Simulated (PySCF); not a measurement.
Si(H)(F)(NH2)2 (FH5N2Si), SMILES N[SiH](N)F. Coordinates come from a B3LYP-D3(BJ)/def2-SVP optimisation. The values are those of a single conformer.

The numbers are results of B3LYP-D3(BJ)/def2-SVP (PySCF 2.14.0), not measurements.

Harmonic wavenumbers (cm⁻¹): 217, 252, 278, 335, 368, 386, 419, 724, 787, 802, 847, 901, 944, 985, 1530, 1535, 2245, 3576, 3586, 3674, 3683. Rotational constants (GHz): 6.823, 5.960, 3.672; symmetry number 1.

Q: Work out the zero-point energy and the ideal-gas rigid-rotor harmonic-oscillator thermochemistry at 298.15 K and 1 atm.

A: ZPE = ½ Σ hcν = ½ × 28073 cm⁻¹ = 40.13 kcal/mol. H − E(el) = 44.56 kcal/mol. Entropy in cal/(mol K): translation 39.06, rotation 25.18, vibration 10.73, total 74.97. G − E(el) = 22.21 kcal/mol. Cp = 23.46 cal/(mol K).
